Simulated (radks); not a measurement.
The numbers below are computed, except where a source is named.
The nitrogen anion N-, [He] 2s2 2p4, held by a Watson sphere: a shell of charge +1 at radius R that stands for the Madelung well of a crystal (potential energy -1/R inside, -1/r outside, in hartree with lengths in bohr). Code: a radial shooting solver on a logarithmic mesh with Libxc functionals. Model: non-relativistic Kohn-Sham, r2SCAN, spin-polarised, spherical densities, point nucleus; open shells are filled with parallel spins first; meta-GGA in the generalised Kohn-Sham scheme.

| R (bohr) | e(2s down) (eV) | e(2p up) (eV) | e(2p down) (eV) | <r> 2p (bohr) | sum of <r^2> (bohr^2) | X-ray form factor at sin(theta)/lambda = 0.1 1/angstrom |
|---|---|---|---|---|---|---|
| 1.71 | -17.887 | -8.933 | -5.655 | 1.659 | 16.82 | 6.920 |
| 1.8 | -17.650 | -8.736 | -5.491 | 1.681 | 17.15 | 6.903 |
| 2.45 | -16.093 | -7.411 | -4.322 | 1.836 | 19.29 | 6.799 |
| 2.68 | -15.623 | -6.999 | -3.941 | 1.892 | 19.96 | 6.771 |
| 3.01 | -15.023 | -6.467 | -3.436 | 1.973 | 20.87 | 6.735 |
| 3.58 | -14.166 | -5.709 | -2.692 | 2.126 | 22.38 | 6.685 |
